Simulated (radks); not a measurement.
Values are calculated unless marked as measured or tabulated.
Question: These are the eigenvalues of the occupied orbitals of an atom or ion with whole-number occupations (eV). Level of theory: scalar-relativistic Kohn-Sham, LB94 model potential, spin-polarised, spherical densities, finite nucleus; Fermi nuclear charge, rms radius of each element as measured or else 0.836 A^(1/3) + 0.57 fm (a radial shooting solver on a logarithmic mesh with Libxc functionals).

| orbital | eigenvalue |
|---|---|
| 1s down | -9857.256 |
| 1s up | -9855.840 |
| 2s up | -1927.247 |
| 2s down | -1919.456 |
| 2p up | -1797.244 |
| 2p down | -1789.442 |

Which element is it, and in what charge state? The configuration may be excited. Open shells, if any, are filled with parallel spins first.

Answer: Z = 29, copper, charge +20: Cu20+ in [He] 2s2 2p5. The list shows which subshells hold electrons but not how many an open one holds; the 1s level, -362.25 hartree, gives Z - s = 26.9 by -(Z - s)^2/2, which with screening and relativity narrows Z to a few neighbours, and the depths of the outer levels then fix element, charge and occupations together.
